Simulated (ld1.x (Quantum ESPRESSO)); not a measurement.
Sn (Z = 50): one change to a TM potential, before and after

- Element: Sn
- Generator: ld1.x (Quantum ESPRESSO) 7.5
- Type: norm-conserving Troullier–Martins (Kleinman–Bylander form)
- Functional: LDA (PZ)
- Relativity: scalar-relativistic
- Frozen core: [Kr]
- Valence charge: 14
- Reference configuration: 4d10 5s1.75 5p2.25
- Partial waves: 5s (bound): rc 1.45 bohr; 5p (bound): rc 1.95 bohr; 4d (bound): rc 1.60 bohr
- Local potential: the d channel
- Core correction: Bessel-smoothed model core, default radius (core density twice the valence density)

All-electron outer shells of the reference configuration (LDA (PZ), scalar-relativistic, ld1.x):

| shell | level (eV) | outermost node (bohr) | outermost maximum (bohr) |
| --- | --- | --- | --- |
| 4s | -134.04 | 0.40 | 0.74 |
| 4p | -89.95 | 0.41 | 0.79 |
| 4d | -26.27 | 0.39 | 0.88 |
| 5s | -11.04 | 0.98 | 1.99 |
| 5p | -4.03 | 1.09 | 2.52 |

Change: reference 4d10 5s2 5p0.

Cutoffs: the cutoffs (Ry, on a coarse ladder) from which the occupation-weighted sum of valence levels, in a spherical-Bessel basis at the reference potential, stays within 10 and 1 mRy of its value at 400 Ry; they do not see the model core or the augmentation charge, which bear on the density cutoff. Errors are all-electron minus pseudo energies relative to the spin-unpolarised reference configuration.

What does the change do?

The potential gets neither clearly harder nor softer (90 Ry and 160 Ry → 90 Ry and 160 Ry); both files keep a bound ghost (p, s); the range in which the s phases agree narrows (upper end 4.8 → 3.6); the range in which the d phases agree narrows (upper end 2.0 → 0.7).

| quantity | base | changed |
| --- | --- | --- |
| cutoff, loose | 90 Ry | 90 Ry |
| cutoff, tight | 160 Ry | 160 Ry |
| bound ghosts | s, p | s, p |
| largest error over its own tests, meV | -219 | -308 |
| s: phases at 2.16 bohr within 0.05 rad from the reference energy up to (Ry; the scan ends near 5) | 4.8 | 3.6 |
| p: phases at 2.16 bohr within 0.05 rad from the reference energy up to (Ry; the scan ends near 5) | to the end of the scan | 4.6 |
| d: phases at 2.16 bohr within 0.05 rad from the reference energy up to (Ry; the scan ends near 5) | 2.0 | 0.7 |

 A true bound ghost makes a file unfit for plane-wave use even where its test errors are small: the radial tests pick states by their node count and pass the ghost by.
